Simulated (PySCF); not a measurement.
PySCF 2.14 output of an unrestricted r2SCAN calculation on a single atom or ion in x2c-QZVPPall with one added diffuse shell each of s, p, d, f, g type (12s8p6d5f3g, 128 functions), with scalar relativity by spin-free X2C-1e:

```
SCF conv_tol = 1e-09
number electrons alpha = 14  beta = 12
    J. W. Furness, A. D. Kaplan, J. Ning, J. P. Perdew, and J. Sun.,  J. Phys. Chem. Lett. 11, 8208-8215 (2020)
    J. W. Furness, A. D. Kaplan, J. Ning, J. P. Perdew, and J. Sun.,  J. Phys. Chem. Lett. 11, 9248-9248 (2020)
    J. W. Furness, A. D. Kaplan, J. Ning, J. P. Perdew, and J. Sun.,  J. Phys. Chem. Lett. 11, 8208-8215 (2020)
    J. W. Furness, A. D. Kaplan, J. Ning, J. P. Perdew, and J. Sun.,  J. Phys. Chem. Lett. 11, 9248-9248 (2020)
cycle= 1 E= -1392.95258461148  delta_E= -0.0085  |g|= 0.172  |ddm|= 0.134
cycle= 2 E= -1392.92793624038  delta_E= 0.0246  |g|= 0.419  |ddm|= 0.164
cycle= 3 E= -1392.95891886512  delta_E= -0.031  |g|= 0.031  |ddm|= 0.107
cycle= 4 E= -1392.95912614094  delta_E= -0.000207  |g|= 0.000948  |ddm|= 0.0093
cycle= 5 E= -1392.95912647777  delta_E= -3.37e-07  |g|= 0.000223  |ddm|= 0.000554
cycle= 6 E= -1392.9591264943  delta_E= -1.65e-08  |g|= 3.66e-05  |ddm|= 0.000124
cycle= 7 E= -1392.95912649464  delta_E= -3.4e-10  |g|= 6.17e-07  |ddm|= 1.58e-05
converged SCF energy = -1392.95912649464  <S^2> = 2.0019422  2S+1 = 3.0012945
```

The run itself started from symmetry-adapted Hartree-Fock orbitals and held the occupation by maximum overlap, on a logarithmic radial grid, so the iterations belong to that start.

Which element, charge and spin multiplicity is this?

Co⁺ (cobalt, charge +1), multiplicity 3; the state was [Ar] 3d8, high-spin 3F determinant.
